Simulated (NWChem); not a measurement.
System: C2H5FOSi; SMILES C=C[Si@@H](O)F

Input file for NWChem:

```
start job
memory heap 200 mb stack 900 mb global 1100 mb
geometry units angstroms noautosym nocenter noautoz
  C      0.027697    -2.194389     0.302770
  C     -0.721007    -1.177819    -0.143539
  Si    -0.017460     0.515022    -0.432925
  O     -0.763011     1.674580     0.476850
  F      1.555306     0.407688    -0.024974
  H      1.096479    -2.067183     0.506929
  H     -0.388233    -3.192497     0.481234
  H     -1.787217    -1.356765    -0.337385
  H     -0.099230     0.996258    -1.830123
  H     -0.906384     1.473716     1.406658
end
basis spherical
  C library sto-3g
  Si library sto-3g
  O library sto-3g
  F library sto-3g
  H library sto-3g
end
dft
  xc hfexch
  iterations 150
end
property
  shielding
end
task dft property
```

Excerpt of the output:

```
             Northwest Computational Chemistry Package (NWChem) 7.3.0
             --------------------------------------------------------

                             Geometry "geometry" -> ""
                             -------------------------

 Output coordinates in angstroms (scale by  1.889725989 to convert to a.u.)

  No.       Tag          Charge          X              Y              Z
 ---- ---------------- ---------- -------------- -------------- --------------
    1 C                    6.0000     0.02769700    -2.19438900     0.30277000
    2 C                    6.0000    -0.72100700    -1.17781900    -0.14353900
    3 Si                  14.0000    -0.01746000     0.51502200    -0.43292500
    4 O                    8.0000    -0.76301100     1.67458000     0.47685000
    5 F                    9.0000     1.55530600     0.40768800    -0.02497400
    6 H                    1.0000     1.09647900    -2.06718300     0.50692900
    7 H                    1.0000    -0.38823300    -3.19249700     0.48123400
    8 H                    1.0000    -1.78721700    -1.35676500    -0.33738500
    9 H                    1.0000    -0.09923000     0.99625800    -1.83012300
   10 H                    1.0000    -0.90638400     1.47371600     1.40665800

 Effective nuclear repulsion energy (a.u.)     231.0046654102

  xc_inp: hfexch multiplicative factor not found.
                              NWChem Property Module
                              ----------------------

  itol2e modified to match energy
  convergence criterion.

                                 NWChem DFT Module
                                 -----------------

 Summary of "ao basis" -> "ao basis" (spherical)
 ------------------------------------------------------------------------------
       Tag                 Description            Shells   Functions and Types
 ---------------- ------------------------------  ------  ---------------------
 C                           sto-3g                  3        5   2s1p
 Si                          sto-3g                  5        9   3s2p
 O                           sto-3g                  3        5   2s1p
 F                           sto-3g                  3        5   2s1p
 H                           sto-3g                  1        1   1s

  itol2e modified to match energy
  convergence criterion.

            General Information
            -------------------
          SCF calculation type: DFT
          Wavefunction type:  closed shell.
          No. of atoms     :    10
          No. of electrons :    48
           Alpha electrons :    24
            Beta electrons :    24
          Charge           :     0
          Spin multiplicity:     1
          Use of symmetry is: off; symmetry adaption is: off
          Maximum number of iterations: 150
          AO basis - number of functions:    34
                     number of shells:    22
          Convergence on energy requested:  1.00D-07
          Convergence on density requested:  1.00D-05
          Convergence on gradient requested:  5.00D-04

              XC Information
              --------------
                     Hartree-Fock (Exact) Exchange  1.000

      Superposition of Atomic Density Guess
      -------------------------------------

 Sum of atomic energies:        -533.91958805

      Non-variational initial energy
      ------------------------------

 Total energy =    -534.341348
 1-e energy   =   -1206.572087
 2-e energy   =     441.226073
 HOMO         =      -0.129733
 LUMO         =       0.234088

[...]

          -----------------------------------------
          Chemical Shielding Tensors (GIAO, in ppm)
          -----------------------------------------

                                NWChem CPHF Module
                                ------------------

  scftype          =     RHF
  nclosed          =       24
  nopen            =        0
  variables        =      240
  # of vectors     =        3
  tolerance        = 0.10D-03
  level shift      = 0.00D+00
  max iterations   =       50
  max subspace     =       30

 SCF residual:    6.4487821685107468E-005

Iterative solution of linear equations
  No. of variables      240
  No. of equations        3
  Maximum subspace       30
        Iterations       50
       Convergence  1.0D-04

   iter   nsub   residual    time
   ----  ------  --------  ---------
     1      3    1.43D+00       2.8
     2      6    3.16D-01       3.0
     3      9    3.79D-02       3.3
     4     12    9.96D-03       3.5
     5     15    1.62D-03       3.8
     6     18    2.93D-04       4.0
     7     21    3.68D-05       4.3

      Atom:    1  C
        Diamagnetic
    256.6612     -2.3739      4.3389
     -2.3739    262.4712     -6.4334
      4.3389     -6.4334    242.7227

        Paramagnetic
   -215.5961    -73.3002    -24.1976
    -73.3002   -163.5173     23.3733
    -24.1976     23.3733    -29.7688

        Total Shielding Tensor
     41.0651    -75.6741    -19.8587
    -75.6741     98.9539     16.9399
    -19.8587     16.9399    212.9539

           isotropic =     117.6577
          anisotropy =     156.6558

          Principal Components and Axis System
                 1           2           3
              222.0948    142.0965    -11.2184

      1        -0.2120     -0.5222      0.8261
      2         0.2599      0.7848      0.5627
      3         0.9421     -0.3340      0.0307

      Atom:    2  C
        Diamagnetic
    256.9576      0.9757      3.8528
      0.9757    266.1853     -6.5789
      3.8528     -6.5789    241.4840

        Paramagnetic
   -214.6827    -65.7494    -31.9852
    -65.7494   -161.7494     29.9032
    -31.9852     29.9032    -12.2035

        Total Shielding Tensor
     42.2749    -64.7737    -28.1324
    -64.7737    104.4358     23.3243
    -28.1324     23.3243    229.2805

           isotropic =     125.3304
          anisotropy =     175.3709

          Principal Components and Axis System
                 1           2           3
              242.2443    132.8253      0.9216

      1        -0.2169     -0.4769      0.8518
      2         0.2612      0.8124      0.5214
      3         0.9406     -0.3355      0.0517

      Atom:    3  Si
        Diamagnetic
    867.6362     -0.6248     -0.3451
     -0.6248    868.2185      1.2353
     -0.3451      1.2353    862.7471

        Paramagnetic
   -256.8614    -13.0809     -0.1141
    -13.0809   -288.5338     21.7534
     -0.1141     21.7534   -306.5201

        Total Shielding Tensor
    610.7749    -13.7056     -0.4592
    -13.7056    579.6847     22.9887
     -0.4592     22.9887    556.2269

           isotropic =     582.2288
          anisotropy =      52.7597

          Principal Components and Axis System
                 1           2           3
              617.4020    587.8241    541.4604

      1         0.8899      0.4448     -0.1011
      2        -0.4247      0.7273     -0.5391
      3        -0.1663      0.5227      0.8362

      Atom:    4  O
        Diamagnetic
    367.1806    -11.7135    -12.0284
    -11.7135    381.4254      8.9240
    -12.0284      8.9240    391.2200

        Paramagnetic
     62.3552     45.4802     46.2167
     45.4802     46.8590    -81.8136
     46.2167    -81.8136     83.6578

        Total Shielding Tensor
    429.5358     33.7667     34.1883
     33.7667    428.2844    -72.8895
     34.1883    -72.8895    474.8778

           isotropic =     444.2326
          anisotropy =     126.8558

          Principal Components and Axis System
                 1           2           3
              528.8032    456.3763    347.5184

      1         0.0905      0.8601     -0.5020
      2        -0.5645      0.4596      0.6856
      3         0.8204      0.2213      0.5272

      Atom:    5  F
        Diamagnetic
    484.7514     -1.8257     10.2222
     -1.8257    443.7448     -0.7015
     10.2222     -0.7015    443.5828

        Paramagnetic
    -37.1530     11.4017    -61.2265
     11.4017    206.5159     30.0324
    -61.2265     30.0324    191.8608

        Total Shielding Tensor
    447.5984      9.5760    -51.0043
      9.5760    650.2606     29.3310
    -51.0043     29.3310    635.4436

           isotropic =     577.7675
          anisotropy =     147.3599

          Principal Components and Axis System
                 1           2           3
              676.0075    623.9262    433.3689

      1        -0.1207     -0.2369      0.9640
      2         0.7262     -0.6832     -0.0770
      3         0.6768      0.6907      0.2545

      Atom:    6  H
        Diamagnetic
     39.5095     -0.4654      3.6584
     -0.4654     29.6546     -1.6334
      3.6584     -1.6334     24.5279

        Paramagnetic
    -14.9047     -2.9876     -2.8938
     -2.9876      0.4607     -0.1746
     -2.8938     -0.1746      1.2618

        Total Shielding Tensor
     24.6047     -3.4530      0.7646
     -3.4530     30.1153     -1.8080
      0.7646     -1.8080     25.7897

           isotropic =      26.8366
          anisotropy =       8.2889

          Principal Components and Axis System
                 1           2           3
               32.3625     25.2085     22.9387

      1        -0.4130     -0.1602      0.8965
      2         0.8647      0.2400      0.4413
      3        -0.2859      0.9575      0.0394

      Atom:    7  H
        Diamagnetic
     27.6795      4.1739     -0.4388
      4.1739     40.8309     -3.3970
     -0.4388     -3.3970     25.3258

[...]
```

Level: Hartree-Fock/STO-3G, GIAO. STO-3G and 3-21G are far too small for this property and stand as cheap habits. The geometry was optimised at PBE0/def2-SVP. The printed shielding anisotropy is the first printed principal value minus the mean of the other two.
